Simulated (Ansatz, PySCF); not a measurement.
Pair of molecules: HBr (SMILES Br) (first 2 atoms) with Si2H6 (SMILES [SiH3][SiH3]); geometry from B3LYP-D3(BJ)/def2-TZVP, rigid monomers moved along the line of their centres of mass till H2···H6 is 1.82 Å.
(charge 0, multiplicity 1):
```xyz
10

Br    -0.499     0.266    -0.204
H      0.261    -0.571     0.667
Si     0.749    -0.991     3.526
Si    -0.780     0.786     3.625
H      2.043    -0.608     4.139
H      1.018    -1.382     2.116
H      0.217    -2.184     4.228
H     -1.013     1.136     5.048
H     -2.067     0.390     3.009
H     -0.238     1.970     2.919
```

Monomers are frozen at their geometry in the pair; levels with a basis set take the counterpoise correction.

Rows in 6-31G* carry no dispersion term and start afresh at each structure (6-31G* with six Cartesian d functions); the Pople sets are all-electron and without relativity.

The values were computed with Ansatz (Gaussian basis) for Hartree–Fock, density functionals and correlated methods; PySCF for 6-31G* rows, the dispersion terms. 

Task: One of these levels gives -7.5 kJ/mol for the interaction energy. Which one is it?
(A) B3LYP/6-31G*
(B) r2SCAN/def2-TZVPPD
(C) PBE-D4/def2-TZVPPD
(D) r2SCAN-D4/def2-TZVPPD

Result: C, PBE-D4/def2-TZVPPD. The others give -2.7 (r2SCAN/def2-TZVPPD), -4.5 (r2SCAN-D4/def2-TZVPPD), 6.8 (B3LYP/6-31G*)

Ansatz is an electronic-structure program.
